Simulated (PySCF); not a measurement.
## B: fine-structure interval

B [He] 2s2 2p1 [2p1/2^1, M_J = 1/2] → B [He] 2s2 2p1 [2p3/2^1, M_J = 3/2], as a difference of total energies. Calculation: PySCF 2.14, in an even-tempered Gaussian basis (20 s from 0.019 bohr⁻², ratio 2.4; 12 p from 0.025 bohr⁻², ratio 2.4; 6 d from 0.3 bohr⁻², ratio 2.6; 6 f from 0.46 bohr⁻², ratio 2.6); the two-component X2C-1e Hamiltonian. Correlated levels: nothing frozen; the 30 highest virtual spinors dropped. "Screened" scales the spin-orbit matrix elements by Boettger's factors to mimic the two-electron term; Breit and QED terms are absent.

```tsv
method	fine-structure interval (cm⁻¹)
GHF (screened spin-orbit)	839.28
GMP2 (screened spin-orbit)	-32.726
GHF (bare spin-orbit)	851.69
```

GHF and GMP2 differ strongly here because the two determinants are spin-polarised to different degrees; the interval is a small difference of such terms.

For comparison: 15.287 cm⁻¹ (measured; NIST Handbook of Basic Atomic Spectroscopic Data (Sansonetti and Martin, J. Phys. Chem. Ref. Data 34, 1559 (2005))).
